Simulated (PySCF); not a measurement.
Computed data sheet: `C(/C#C)=C/OCOC=O`

C₆H₆O₃.
Atom-mapped SMILES: `[CH:1]#[C:2]/[CH:3]=[CH:4]\[O:5][CH2:6][O:7][CH:8]=[O:9]` (hydrogens: H10 on C1; H11 on C3; H12 on C4; H13, H14 on C6; H15 on C8)

Cartesian coordinates in Å at the GFN2-xTB level; atoms count from 1:
```xyz
15
C6H6O3 angstrom
C      3.0865    1.6956   -0.4959
C      2.6168    0.6720   -0.0790
C      2.0860   -0.5293    0.4290
C      0.8518   -0.9638    0.1733
O     -0.0085   -0.2829   -0.6476
C     -1.3189   -0.7079   -0.6395
O     -1.9604   -0.3935    0.5990
C     -2.7258    0.6939    0.6417
O     -3.0035    1.4102   -0.2679
H      3.4900    2.5908   -0.8644
H      2.7332   -1.1193    1.0608
H      0.4723   -1.8870    0.5958
H     -1.8295   -0.1854   -1.4562
H     -1.4040   -1.7997   -0.7459
H     -3.0903    0.8142    1.6750
```

Structural features include: ester, alkyne, C=C double bond and ether.

**GFN2-xTB geometry**

* Point group of the GFN2-xTB geometry: C1
* Rotational constants A, B, C of the GFN2-xTB geometry: 3.383, 0.792, 0.701 GHz

From PBE0/def2-SVPD ground state and vertical TDDFT (core frozen in the response) (PySCF):

- Dipole moment: 2.84 D
- HOMO energy: -6.78 eV
- LUMO energy: -0.80 eV
- HOMO–LUMO gap: 5.98 eV
- Lowest singlet excitation: 5.47 eV (227 nm, f = 0.069)
- Strongest line among the 6 lowest singlet transitions: S2 at 5.49 eV (226 nm, f = 0.300)
- Lowest triplet excitation (Tamm–Dancoff): 3.34 eV
- Static isotropic polarisability: 86.1 au
- Electronic spatial extent ⟨r²⟩ about the centre of nuclear charge: 1565 bohr²

From PBE0/pcSseg-1 ground state and GIAO shieldings, non-relativistic (PySCF):

- Lowest Hirshfeld atomic charge: -0.24 e on O9
- Highest Hirshfeld atomic charge: +0.18 e on C8
- 13C chemical shifts (computed TMS as zero) by class: 165.0 (C4), 164.0 (C8), 95.8 (C3), 93.6 (C1), 87.0 (C6), 80.9 (C2) ppm
- 1H chemical shifts (computed TMS as zero) by class: 8.13 (H15), 6.59 (H12), 5.93 (H13/H14), 4.99 (H11), 2.87 (H10) ppm
- Isotropic shieldings of nuclei other than C and H, by class: -102 (O9), 92 (O7), 164 (O5) ppm
- Mayer bond orders between heavy atoms: C1–C2 2.42, C2–C3 1.12, C3–C4 1.81, C4–O5 1.00, O5–C6 0.98, C6–O7 0.85, O7–C8 1.11, C8–O9 1.98

Monoisotopic mass (most abundant isotopes): 126.0317 u.

No computed singlet falls in the visible range (750 to 380 nm, 1.65 to 3.26 eV); S1 lies 2.21 eV above its blue end. With B = h/(8π²I), that is 505.379 GHz u Å² over I, the principal moments of inertia are 149.4, 638.5 and 720.9 u Å² (most abundant isotopes); the inertial defect Ic − Ia − Ib is -67.0 u Å² (zero for a rigid planar frame, negative otherwise). The principal polarisabilities are 62.8, 82.6 and 112.9 au; their mean is the isotropic value. The polarisability is 12.76 Å³ as a volume (1 au = 0.148185 Å³), or 1.30 au for each of the 66 electrons. The vertical singlet–triplet gap S1 − T1 is 2.13 eV (TDDFT singlet less Tamm–Dancoff triplet; S1: HOMO−1→LUMO, weight 0.76; T1: HOMO→LUMO, weight 0.95). A dipole of 2.84 D is allowed in C1, and pure rotational transitions are dipole-allowed. S1 lies 0.51 eV below the HOMO–LUMO gap; its leading configuration is HOMO−1→LUMO, weight 0.76. The largest Löwdin shares of the HOMO are 0.23 on C1, 0.20 on C3, 0.19 on C4 and 0.17 on C2.

Geometry: GFN2-xTB, one conformer, isolated molecule. NMR classes are plain means over equivalent atoms (diastereotopic ones count apart unless rotation or inversion swaps them), as if these changed places fast; in this geometry the members of some classes differ.
